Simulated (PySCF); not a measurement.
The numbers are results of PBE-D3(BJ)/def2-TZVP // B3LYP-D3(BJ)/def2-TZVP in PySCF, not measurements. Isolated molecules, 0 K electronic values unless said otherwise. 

Reference species (SMILES): `[CH3][AlH][CH3]` (neutral, multiplicity 1).

The HOMO is -6.48 eV, the S1 oscillator strength comes out as 0.000 and the HOMO–LUMO gap comes out as 4.84 eV. The dipole moment is 0.69 D.

Changed species: `[CH3][AlH2]` (2 of 3 CH3 replaced by H; the reference has 1 of 3 CH3 replaced by H).

Problem. Give the shifts of the HOMO, S1 oscillator strength, HOMO–LUMO gap and dipole moment.

Solution. the HOMO decreases by 0.33 eV, to -6.81 eV; the S1 oscillator strength hardly moves; the HOMO–LUMO gap falls by 0.10 eV, to 4.74 eV; the dipole moment rises by 0.08 D, to 0.77 D.
